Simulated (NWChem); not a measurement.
Molecule: C$_{2}$H$_{5}$NOSi; SMILES C([Si@H](N)O)#C

```xyz
10

C      0.0650     2.5384     0.1460
C      0.0623     1.3384    -0.0595
Si     0.0838    -0.4765    -0.3835
N     -1.4258    -1.0386     0.2106
O      1.3751    -1.2173     0.3537
H      0.0697     3.5993     0.3246
H      0.3388    -0.7294    -1.8239
H     -2.1542    -0.3877     0.4755
H     -1.7877    -1.9607     0.0005
H      1.3641    -1.1999     1.3160
```
Atoms are numbered in this order, from 1.

Level: PBE0/def2-SVP (NWChem), optimised geometry, unscaled harmonic frequencies. 

Question: List the harmonic frequencies with IR intensities, and the thermochemistry.

Answer: 
```csv
frequency (cm⁻¹),IR intensity (km/mol)
114,26.7
142,12.8
173,2.7
262,56.2
290,135.2
345,31.5
390,46.2
415,114.4
610,46.8
730,19.8
745,25.8
747,28.7
800,74.5
849,30.6
893,322.2
919,66.7
947,304.1
1531,71.2
2167,42.2
2280,136.3
3474,47.1
3629,45.0
3735,45.3
3920,89.3
```

zero-point energy: 43.0 kcal/mol
thermal correction to the enthalpy at 298.15 K (with zero-point energy): 48.3 kcal/mol
heat capacity Cv: 25.6 cal/(mol K)
entropy at 298.15 K and 1 atm (symmetry number 1): 82.4 cal/(mol K)
dipole moment: 2.37 D

Rigid rotor and harmonic oscillator.
